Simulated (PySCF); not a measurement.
## Radial density of F⁺ (fluorine, charge +1)

TPSS, [He] 2s2 2p4, high-spin 3P determinant. All numbers are calculated (PySCF 2.14, no relativity, point nucleus, in def2-TZVP (5s3p2d1f, 31 functions)).

```
r (bohr)  4πr²ρ (e/bohr)  4πr²(ρα − ρβ)
 0.00240         0.03130         0.0000
 0.00404         0.08625         0.0000
 0.00680          0.2316        -0.0001
  0.0114          0.6036        -0.0002
  0.0192           1.483        -0.0003
  0.0324           3.320         0.0002
  0.0545           6.334         0.0055
  0.0916           9.300         0.0371
   0.154           8.960         0.1739
   0.259           5.134         0.6285
   0.436           4.399         1.5123
   0.733           5.919         1.9415
    1.23           3.245         1.0034
    2.07          0.4909         0.1528
    3.49         0.01549         0.0047
```
